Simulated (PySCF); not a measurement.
All values below come from B3LYP-D3(BJ)/def2-TZVP // B3LYP-D3(BJ)/def2-SVP (PySCF). All species are isolated molecules in the gas phase. B3LYP has the VWN-RPA correlation part, as in Gaussian. Excitations are Tamm–Dancoff values on a coarser integration grid. The basis has no diffuse functions, so Rydberg states are missing or too high.

Reference species (SMILES): `FC(F)(F)c1ccc([SiH3])cc1` (neutral, multiplicity 1).

```
Quantity               Result
-------------------  --------
S1–T1 gap (TDA)       1.22 eV
T1 excitation (TDA)   3.96 eV
HOMO–LUMO gap         6.10 eV
LUMO                 -1.58 eV
```

Changed species: `FC(F)(F)c1cccc([SiH3])c1`.

### Question
Predict the effect on the S1–T1 gap (TDA), T1 excitation (TDA), HOMO–LUMO gap and LUMO.

### Answer
the S1–T1 gap (TDA) decreases by 0.02 eV, to 1.20 eV; the T1 excitation (TDA) goes up by 0.03 eV, to 3.99 eV; the HOMO–LUMO gap rises by 0.11 eV, to 6.21 eV; the LUMO increases by 0.17 eV, to -1.41 eV.
